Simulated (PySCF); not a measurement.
## Electronic structure of Kr²¹⁺ (krypton, charge +21) at the UHF level

Configuration: [Ne] 3s2 3p3, high-spin 4S determinant. Calculation: PySCF 2.14, in an uncontracted even-tempered set (17 s from 2.2 bohr⁻², ratio 2.5; 11 p from 2.9 bohr⁻², ratio 2.5; 5 d from 13 bohr⁻², ratio 2.7; 4 f from 20 bohr⁻², ratio 2.7); no relativity, point nucleus.

- Total energy: -2485.848471 hartree
- One-electron energy: -2915.1491 hartree
- Hartree (Coulomb) energy: 496.2353 hartree
- Exchange energy: -66.9346 hartree
- Kinetic energy: 2486.11692 hartree
- ⟨S²⟩: 3.7502
- ⟨L²⟩: 0.000
- Sum of ⟨r⟩: 3.706 bohr
- Sum of ⟨r²⟩: 1.477 bohr²
- Density at the nucleus (Gaussians lack the cusp): 32100 bohr⁻³
- Spin density at the nucleus: 1.89 bohr⁻³

```csv
shell,electrons,mean orbital energy (hartree),"rms radius, mean of both spins (bohr)"
1s α,1,-553.25941,0.0491
1s β,1,-552.96928,0.0491
2s α,1,-101.88335,0.200
2s β,1,-101.68192,0.200
2p α,3,-95.25358,0.176
2p β,3,-94.88200,0.176
3s α,1,-37.05392,0.498
3s β,1,-35.77207,0.498
3p α,3,-34.50705,0.487
```

Spin-orbit coupling is strong in this species (close to jj coupling), so the high-spin LS determinant is a model state, not a physical level.

Spin-orbit constants ζ (cm⁻¹) from the X2C one-electron operator on these orbitals (non-relativistic here): bare nucleus, nucleus screened by l(l+1)(2l+1)/3 electrons, and screened by the Breit-Pauli mean field of the electrons.

```csv
shell,bare,screened nucleus,mean field
2p,281800,266100,258900
3p,59300,56010,54440
```
